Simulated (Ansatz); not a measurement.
`Cl[Si](Cl)(Cl)[SeH]` + `C=C[SiH2]O` → `O[SiH2]/C=C/[SeH]` + trichlorosilane  (formal exchange of groups at the Se–Si bond)

Program: Ansatz. Geometries: PBE0-D4/def2-TZVP. ΔE: electronic, gas phase. CCSD(T)/CBS adds triple-zeta CCSD(T) − MP2 to the extrapolated MP2 energy (def2 sets, frozen cores). This one scheme is used for every species. Functionals use def2-TZVPP. B3LYP here is the variant with VWN-RPA as its local correlation; programs differ in this. For Se outer-core shells are correlated without core-valence functions, which leaves a few kJ/mol of doubt a bond. Scalar relativity is left out up to krypton. One conformer a species, not always the lowest.

```csv
level,ΔE (kJ/mol),difference from CCSD(T)/CBS
PBE-D4,84.9,-5.9
r2SCAN-D4,85.9,-4.9
PBE0-D4,89.4,-1.4
B3LYP-D4,87.3,-3.5
ωB97X-V,88.1,-2.7
ωB97M-V,91.3,0.5
B2PLYP,82.3,-8.5
PBE,80.3,-10.5
r2SCAN,85.2,-5.6
PBE0,85.3,-5.5
B3LYP,79.4,-11.4
HF/def2-TZVPP,85.9,-4.9
MP2/def2-TZVPP,85.8,-5.0
CCSD/def2-TZVPP,84.0,-6.8
HF/CBS(def2),84.6,-6.2
MP2/CBS(def2),93.1,2.3
CCSD(T)/CBS,90.8,0
```

Largest T1 diagnostic among the species: 0.011.

From PBE to PBE0 (25 % exact exchange), in def2-TZVPP and without D4, ΔE moves by +5.1 kJ/mol. The D4 term adds +7.9 kJ/mol with B3LYP and +4.1 kJ/mol with PBE0; it sums over pairs of atoms, weighted by their polarisabilities, and B3LYP, whose exchange is more repulsive, gets the larger term.
